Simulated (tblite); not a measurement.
Compound: C7H7Cl2 (charge +1).
Numbering: `[Cl:1][CH:2]([Cl:3])[C@@H:4]1[CH:5]=[CH:6][CH:7]=[CH:8][CH+:9]1` (hydrogens: H10 on C2; H11 on C4; H12 on C5; H13 on C6; H14 on C7; H15 on C8; H16 on C9)

Structure used (GFN2-xTB), in Å, numbered top down from 1:
```
atom  x, y, z in Å
Cl1   -1.7314   -0.9602    1.8523
C2    -2.0606   -0.1518    0.2982
Cl3   -3.0303    1.3148    0.5448
C4    -0.6927    0.1922   -0.3918
C5     0.0439   -0.9995   -0.8268
C6     1.3834   -1.1318   -0.5941
C7     2.0802   -0.1313    0.0965
C8     1.4394    1.0340    0.5323
C9     0.0978    1.1956    0.3260
H10   -2.6315   -0.8403   -0.3285
H11   -1.0185    0.6959   -1.3234
H12   -0.5067   -1.7763   -1.3383
H13    1.9101   -2.0154   -0.9238
H14    3.1311   -0.2704    0.3110
H15    2.0056    1.7883    1.0586
H16   -0.4273    2.0652    0.6957
```

Method: GFN2-xTB as coded in tblite; computed harmonic values from a numerical Hessian at the method's own geometry, unscaled. This tight-binding method is rough: wavenumbers can miss measured ones by several per cent, in bad cases by 10 to 20. One conformer, not necessarily the lowest.

Harmonic wavenumbers (cm⁻¹): 54.5, 63.7, 156.6, 202.9, 235.8, 297.5, 330.8, 403.3, 522.0, 563.3, 595.9, 654.0, 685.4, 743.7, 801.1, 805.9, 929.8, 938.2, 939.2, 947.5, 980.6, 998.0, 1009.6, 1049.0, 1100.0, 1133.5, 1147.4, 1168.0, 1178.2, 1244.5, 1319.5, 1368.4, 1441.7, 1492.6, 1567.5, 2781.5, 2923.8, 3078.9, 3079.8, 3082.2, 3097.8, 3100.0.

A = 2039, B = 818.9, C = 726.1 MHz; mass 160.992 u (most abundant isotopes); point group C1, symmetry number 1.

**Question.** Zero-point energy?

**Answer.** Half the sum of the wavenumbers: 25107 cm⁻¹ = 300.34 kJ/mol.

**Question.** Entropy at 500 K, 1 bar (ideal gas, RRHO, classical rotation)?

**Answer.** Translation 182.98, rotation 131.81, vibration 173.08: S = 487.9 J/(mol K).

**Question.** And Cp and H(500 K) − H(0)?

**Answer.** Cp = 215.85 J/(mol K), of which vibrations give 182.59 (their classical limit is 42 R = 349.2); H(500 K) − H(0) = 62.44 kJ/mol without the zero-point energy, 45.81 from vibrations.

**Question.** Blend soft modes into free rotors: weight 1/[1 + (100 cm⁻¹/ν̃)⁴] for the oscillator and the rest for a rotor with moment μB/(μ + B), μ = h/(8π²ν), B = 10⁻⁴⁴ kg m². What vibrational entropy results?

**Answer.** 160.48 J/(mol K) in place of 173.08, which changes −T·S at 500 K by +6.30 kJ/mol.

**Question.** How do the functions run with temperature in this model?

**Answer.** 
```json
{"T (K)": "50", "S (J/(mol K))": "248.7", "Cp (J/(mol K))": "49.7", "H − H(0) (kJ/mol)": "2.01", "G − H(0) (kJ/mol)": "-10.42", "ln q(vib)": "0.42"}
{"T (K)": "100", "S (J/(mol K))": "288.7", "Cp (J/(mol K))": "67.5", "H − H(0) (kJ/mol)": "4.94", "G − H(0) (kJ/mol)": "-23.92", "ln q(vib)": "1.35"}
{"T (K)": "298.15", "S (J/(mol K))": "395.1", "Cp (J/(mol K))": "144.3", "H − H(0) (kJ/mol)": "25.60", "G − H(0) (kJ/mol)": "-92.20", "ln q(vib)": "5.40"}
{"T (K)": "373.15", "S (J/(mol K))": "430.8", "Cp (J/(mol K))": "174.2", "H − H(0) (kJ/mol)": "37.57", "G − H(0) (kJ/mol)": "-123.18", "ln q(vib)": "7.01"}
{"T (K)": "750", "S (J/(mol K))": "586.4", "Cp (J/(mol K))": "269.0", "H − H(0) (kJ/mol)": "123.67", "G − H(0) (kJ/mol)": "-316.16", "ln q(vib)": "15.22"}
{"T (K)": "1000", "S (J/(mol K))": "668.6", "Cp (J/(mol K))": "301.0", "H − H(0) (kJ/mol)": "195.22", "G − H(0) (kJ/mol)": "-473.34", "ln q(vib)": "20.30"}
```

q(vib) and H(0) count from the zero-point level.

Hindered rotation and anharmonicity are outside this model. Other conformers, if any are populated, would add a mixing term that is left out. The structure is chiral; the term R ln 2 for an equal mix with its mirror image is left out.

The run took 0.57 s on one thread, Arm Neoverse V2 (aarch64) (shared host). This covers the Hessian and the dipole derivatives.
